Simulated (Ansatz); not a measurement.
Sc3N3, relaxed as a singlet with RKS PBE-D4/def2-SVP in Ansatz, starting from the GFN2-xTB geometry. Force threshold 0.02 eV/Å.

The restricted singlet is unstable towards broken spin symmetry at other levels; at PBE-D4/def2-SVP this wasn't settled. Another isomer (singlet) lies 2.03 eV lower at PBE0-D4/def2-TZVP; other spin states weren't run for this one.

Start:

```xyz
6

Sc    1.0518   -0.6015   -0.6533
Sc   -1.4311   -1.8147   -2.1398
Sc    1.7854    0.8969    2.0275
N    -0.1714    2.0063    1.0689
N    -1.2630   -2.0872   -0.2867
N     0.0282    1.6002   -0.0166
```

```
         step  energy (eV)  largest force component (eV/Å)  SCF passes
            1  -66530.8097                           3.761          89
            2  -66532.6344                           2.513          53
            3  -66534.1037                           1.901          55
            4  -66534.6353                           2.369          44
            5  -66534.8767                           1.412          43
            6  -66534.9982                           0.590          42
            7  -66535.0748                           0.573          36
            8  -66535.1980                           0.558          37
            9  -66535.3959                           0.610          35
           10  -66535.6895                           0.786          35
           11  -66536.0757                           0.946          36
           12  -66536.4625                           0.565          36
           13  -66536.6389                           0.802          42
           14  -66536.7102                           1.284          48
           15  -66536.7503                           0.511          48
16 (rejected)  -66536.7340                           0.432          47
           17  -66536.7704                           0.545          43
           18  -66536.7836                           0.076          36
           19  -66536.7844                           0.022          29
20 (rejected)  -66536.7836                           0.104          35
           21  -66536.7849                           0.023          29
           22  -66536.7850                           0.019          30
```

Force components are those of the run's own axes.

End:

```xyz
6

Sc    0.503    0.067   -1.322
Sc   -1.214   -2.361   -1.286
Sc    0.006    0.094    1.448
N     0.472    1.977    1.173
N    -0.519   -1.175   -0.075
N     0.752    1.398    0.063
```

Bonds formed: Sc3–N5 (atoms count from 1). Metal–metal contacts that move far: Sc2–Sc3 5.92 to 3.87 Å.

No frequencies were taken in this run, so the end may be a saddle point.

Hardware: 4 threads of Arm Neoverse V2 on a shared host. Wall time 47 s.
